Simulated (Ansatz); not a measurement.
`FB(F)Br` + HCl → `FB(F)Cl` + HBr at 400 K and 1 bar (ligand exchange at a B–Br bond).

Computed with Ansatz on PBE0-D4/def2-TZVP structures; ΔE is electronic, products minus reactants. CCSD(T)/CBS is the MP2 limit (def2-TZVPP, def2-QZVPP) plus CCSD(T) − MP2 in def2-TZVPP, frozen cores. This one scheme is used for every species. For Br outer-core shells are correlated without core-valence functions, which leaves a few kJ/mol of doubt a bond. Scalar relativity is left out up to krypton.

| species | CCSD(T)/CBS energy (Eh) | H − E (kJ/mol) | S (J/(mol·K)) |
| --- | --- | --- | --- |
| `FB(F)Br` | -2797.85348 | 46.1 | 304.9 |
| HCl | -460.38127 | 29.6 | 195.4 |
| `FB(F)Cl` | -684.31926 | 47.0 | 292.6 |
| HBr | -2573.91920 | 27.6 | 207.2 |

H − E and S are ideal-gas, rigid-rotor, harmonic terms from PBE0-D4/def2-TZVP. 1 Eh = 2625.50 kJ/mol, R = 8.31446 J/(mol·K).

Task: By hand: ΔE, ΔH, ΔS and ΔG.

Result: ΔE = (-684.31926) + (-2573.91920) − (-2797.85348) − (-460.38127) = -0.00371 Eh = -9.7 kJ/mol. Δ(H − E) = 47.0 + 27.6 − 46.1 − 29.6 = -1.1, so ΔH = -10.8 kJ/mol. ΔS = 292.6 + 207.2 − 304.9 − 195.4 = -0.5 J/(mol·K). ΔG = -10.8 − 400 × (-0.5)/1000 = -10.6 kJ/mol.

Task: By hand: the equilibrium constant, and the temperature at which ΔG would vanish if ΔH and ΔS stayed fixed.

Result: log₁₀ K = −ΔG/(RT ln 10) = 1.4. ΔG = 0 at ΔH/ΔS = 21600 K, far beyond where these terms or the molecules hold.

The number of gas molecules stays the same, so ΔS is small and ΔH decides. A doubt of 5 kJ/mol in ΔE shifts log₁₀ K by 0.7 here. These are equilibria of isolated gas molecules and say nothing of rates. Largest T1 diagnostic: 0.012 (customary marks: 0.02 for closed shells, 0.045 for open ones).
